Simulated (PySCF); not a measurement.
Screening by computed properties: pick the candidate that meets the target.

Each SMILES stands for a single optimised conformer of the isolated species, non-relativistic unless stated. Electronic properties by PySCF.

Dipoles, sizes and rotational constants follow the conformer. The torsions of the flexible species, by atom-mapped SMILES:
- `[H]/[N:5]=[CH:4]\[C:2](=[CH2:1])[F:3]`: C1–C2–C4–N5 0°
- `[CH3:1][O:2][CH:3]1[CH2:4][O:5][CH2:6]1`: C1–O2–C3–C4 81°

Question: Wanted: smallest rotational constant above 1 GHz (GFN2-xTB) and HOMO energy below -7 eV (PBE0/def2-SVPD), at GFN2-xTB geometries. Which candidate meets both?
A. `C#C[C@@H]1C/C1=C\Cl`
B. `C1C(=C)C(C=1Cl)=C`
C. `CC#CC#CCCl`
D. `C(=C)(/C=N\[H])F`

Answer: D. Computed values:
```csv
species,smallest rotational constant,HOMO energy
CC#CC#CCCl,0.572 GHz,-7.13 eV
C#C[C@@H]1C/C1=C\Cl,0.916 GHz,-7.43 eV
C1C(=C)C(C=1Cl)=C,1.151 GHz,-6.82 eV
C(=C)(/C=N\[H])F,2.922 GHz,-7.93 eV
```

Question: Wanted: dipole moment below 1.6 D (PBE0/def2-SVPD) and HOMO–LUMO gap above 5.8 eV (PBE0/def2-SVPD), at GFN2-xTB geometries. Which candidate meets both?
A. `C#C[C@@H]1C/C1=C\Cl`
B. `Clc1ccccc1`
C. `CC#CC#CCCl`
D. `C=C1C=C(Cl)C1=C`
E. `COC1COC1`

Answer: A. Computed values:
```csv
species,dipole moment,HOMO–LUMO gap
C=C1C=C(Cl)C1=C,0.82 D,5.55 eV
C#C[C@@H]1C/C1=C\Cl,1.45 D,6.97 eV
Clc1ccccc1,1.79 D,6.62 eV
COC1COC1,2.37 D,7.98 eV
CC#CC#CCCl,2.67 D,5.98 eV
```

Question: Wanted: lowest triplet excitation (Tamm–Dancoff) above 5 eV (TDA PBE0/def2-SVPD) and static isotropic polarisability below 94 au (PBE0/def2-SVPD), at GFN2-xTB geometries. Which candidate meets both?
A. `CC#CC#CCCl`
B. `C#C[C@@H]1C/C1=C\Cl`
C. `C=C1C=C(Cl)C1=C`
D. `COC1COC1`
E. `[H]/N=C\C(=C)F`

Answer: D. Computed values:
```
            species  lowest triplet excitation (Tamm–Dancoff)  static isotropic polarisability
    C=C1C=C(Cl)C1=C                                   2.99 eV                          89.7 au
     [H]/N=C\C(=C)F                                   3.21 eV                          45.5 au
         CC#CC#CCCl                                   3.63 eV                          98.5 au
C#C[C@@H]1C/C1=C\Cl                                   4.16 eV                          84.6 au
           COC1COC1                                   6.49 eV                          55.8 au
```

Question: Wanted: lowest singlet excitation below 5 eV (TDDFT PBE0/def2-SVPD) and electronic spatial extent ⟨r²⟩ about the centre of nuclear charge above 1100 bohr² (PBE0/def2-SVPD), at GFN2-xTB geometries. Which candidate meets both?
A. `Clc1ccccc1`
B. `CC#CC#CCCl`
C. `COC1COC1`
D. `C#C[C@@H]1C/C1=C\Cl`
E. `C=C1C=C(Cl)C1=C`

Answer: B. Computed values:
```
            species  lowest singlet excitation  electronic spatial extent ⟨r²⟩ about the centre of nuclear charge
         CC#CC#CCCl                    4.33 eV                                                         1827 bohr²
    C=C1C=C(Cl)C1=C                    4.69 eV                                                          963 bohr²
         Clc1ccccc1                    5.34 eV                                                          889 bohr²
C#C[C@@H]1C/C1=C\Cl                    5.90 eV                                                         1186 bohr²
           COC1COC1                    6.84 eV                                                          612 bohr²
```
